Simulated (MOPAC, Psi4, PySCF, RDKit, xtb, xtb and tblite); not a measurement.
Two geometries of C₃H₇BO₂Si, SMILES C#CC[SiH2]B(O)O, relaxed at GFN2-xTB with one dihedral held; other torsions can differ between them too.

Structure A

```
14

C     -2.0938     1.3207    -1.0135
C     -1.7810     0.2808    -0.5052
C     -1.3158    -0.9320     0.1143
Si     0.4567    -0.6608     0.8407
B      1.5969     0.1512    -0.5532
O      1.3477     1.3506    -1.1503
O      2.7326    -0.4803    -0.9211
H     -2.4284     2.2066    -1.4649
H     -2.0144    -1.2259     0.8978
H     -1.3007    -1.7287    -0.6321
H      0.2392     0.2081     2.0182
H      0.8552    -1.9706     1.3786
H      0.5141     1.7755    -0.9473
H      3.2479    -0.0223    -1.5900
```

Structure B

```
14

C      1.9788     0.0573    -1.9344
C      1.7497    -0.0854    -0.7652
C      1.3824    -0.2435     0.6159
Si    -0.4762    -0.7654     0.7831
B     -1.5855     0.3274    -0.4351
O     -1.1676     0.8484    -1.6199
O     -2.8716     0.5608    -0.0892
H      2.2459     0.1712    -2.9426
H      1.5544     0.7022     1.1349
H      2.0305    -0.9902     1.0743
H     -0.7547    -0.6751     2.2259
H     -0.4806    -2.2110     0.4766
H     -0.2502     0.6984    -1.8651
H     -3.3687     1.0812    -0.7255
```

**Question.** Which is lower in energy at the level PBE0-D3(BJ)/def2-SVP // GFN2-xTB in Psi4, and by how much?

**Answer.** B is lower, by 1.38 kcal/mol (dihedral C3–Si4–B5–O6: 60° in A, 30° in B).

E(B) − E(A) in kcal/mol at the other levels, on the same two geometries: GFN2-xTB (xtb and tblite) -0.76; PBE0/def2-SVP // GFN2-xTB (Psi4) -1.33; PBE/def2-SVP // GFN2-xTB (Psi4) -1.49; PBE-D3(BJ)/def2-SVP // GFN2-xTB (Psi4) -1.56; UFF // GFN2-xTB (RDKit) 7.34; PM6, restricted, heats of formation // GFN2-xTB (MOPAC) 0.11; PM3, restricted, heats of formation // GFN2-xTB (MOPAC) -0.25; GFN1-xTB // GFN2-xTB (xtb) -0.50; restricted B3LYP/6-31G*, spherical d, density fitting // GFN2-xTB (PySCF) -1.40; restricted B3LYP/LANL2DZ, with its core potentials past Ne // GFN2-xTB (PySCF) -1.53; restricted BP86/6-31G*, spherical d, density fitting // GFN2-xTB (PySCF) -1.60; restricted B3LYP/3-21G // GFN2-xTB (PySCF) -1.62.
